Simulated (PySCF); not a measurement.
Point groups of optimised structures. Method: PBE0/def2-SVPD in PySCF (dipole) on a GFN2-xTB geometry, gas phase. The symmetry is that of the one conformer found, every atom within 0.08 Å of its image; none is proved a minimum here.

(1) What symmetry has `[CH3:1][c:2]1[cH:3][p:4][cH:5][n:6][c:7]1[SiH3:8]` with H–C1–C2–C3 0° (nearest H), H–Si8–C7–N6 0° (nearest H)?

(2) What symmetry has `c1ccc2[nH]ncc2c1`?

(3) What symmetry has `[CH3:1][NH:2][SiH2:3][n:4]1[cH:5][n:6][n:7][c:8]1[F:9]` with C1–N2–Si3–N4 -172°, N2–Si3–N4–C5 21°?

(4) Point group, rotor type and polarity of `[F:1][C:2]1=[C:3]([F:4])[O:5][CH:6]=[CH:7][O:8]1`?

Results:

(1) Cs; asymmetric top; symmetry number 1; 2 operations, which sort the 16 atoms into 14 sets; dipole 2.04 D, in the ab plane, which is the mirror; heavy atoms equivalent by symmetry: none.

(2) Cs; asymmetric top; symmetry number 1; 2 operations, which sort the 15 atoms into 15 sets; dipole 1.73 D, in the ab plane, which is the mirror; A, B, C = 4017, 1662, 1175 MHz.

(3) C1; asymmetric top; symmetry number 1; this conformer is chiral (no improper operation); dipole 6.87 D; A, B, C = 3056, 860.9, 685.4 MHz.

(4) C2v; asymmetric top; symmetry number 2; 4 operations, which sort the 10 atoms into 5 sets; dipole 2.79 D, along a, the twofold axis; A, B, C = 3070, 2427, 1356 MHz; heavy atoms equivalent by symmetry: F1/F4, C2/C3, O5/O8, C6/C7.
